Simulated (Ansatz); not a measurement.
This geometry of C$_{2}$H$_{9}$AlClNSi (15 atoms, charge 0, multiplicity 1) is a first-order saddle point.

Computed with RKS PBE0-D4/6-31G* (Ansatz 0.2.0).

```xyz
15
Properties=species:S:1:pos:R:3
C -0.184 -0.604 2.429
Al 0.665 -1.011 0.721
Cl 1.844 -2.768 0.636
C 0.545 0.073 -0.928
N 0.218 -0.806 -2.074
Si -0.557 1.597 -0.786
H -0.734 0.344 2.415
H 0.563 -0.552 3.230
H -0.888 -1.397 2.711
H 1.587 0.411 -1.060
H 0.357 -0.311 -2.953
H -0.763 -1.068 -2.051
H -0.546 2.395 -2.050
H -0.160 2.487 0.348
H -1.968 1.159 -0.558
```

**Question.** Which two structures does it join? (They come from a converged band through this point; their orientation in space is the band's.)

**Answer.** Bonds broken: Al2–N5. The dihedral C1–Al2–N5–C4 goes from 114 to -54°.

Initial state:

```xyz
15
Properties=species:S:1:pos:R:3
C -0.768 -1.219 1.854
Al 0.626 -1.033 0.505
Cl 2.224 -2.451 0.418
C 0.822 0.471 -0.737
N 0.045 -0.686 -1.382
Si -0.104 2.071 -0.547
H -1.598 -0.524 1.683
H -0.374 -1.017 2.857
H -1.176 -2.236 1.869
H 1.790 0.582 -1.228
H 0.537 -1.109 -2.164
H -0.901 -0.457 -1.675
H -0.388 2.778 -1.837
H 0.675 2.984 0.332
H -1.431 1.794 0.081
```

Final state:

```xyz
15
Properties=species:S:1:pos:R:3
C 0.855 -0.128 2.596
Al 0.345 -0.820 0.849
Cl -0.396 -2.806 0.724
C 0.347 0.140 -0.863
N 0.624 -0.785 -1.979
Si -1.241 1.143 -1.083
H 1.125 0.933 2.563
H 1.713 -0.680 3.000
H 0.036 -0.248 3.316
H 1.185 0.850 -0.771
H 0.506 -0.322 -2.878
H -0.028 -1.564 -1.966
H -1.231 1.856 -2.397
H -1.440 2.152 0.005
H -2.421 0.229 -1.088
```

**Question.** How far does it lie above each of them?

**Answer.** 0.61 eV above the first and 0.13 eV above the second. This is the barrier of this one path; another mechanism may lie lower. The orbitals stay closed-shell, which can raise the energy where a bond breaks towards radicals; this wasn't checked here.

Run time: 4 min on 2 threads of Intel(R) Xeon(R) 6975P-C (Granite Rapids), on a shared host, peak memory 0.34 GiB.
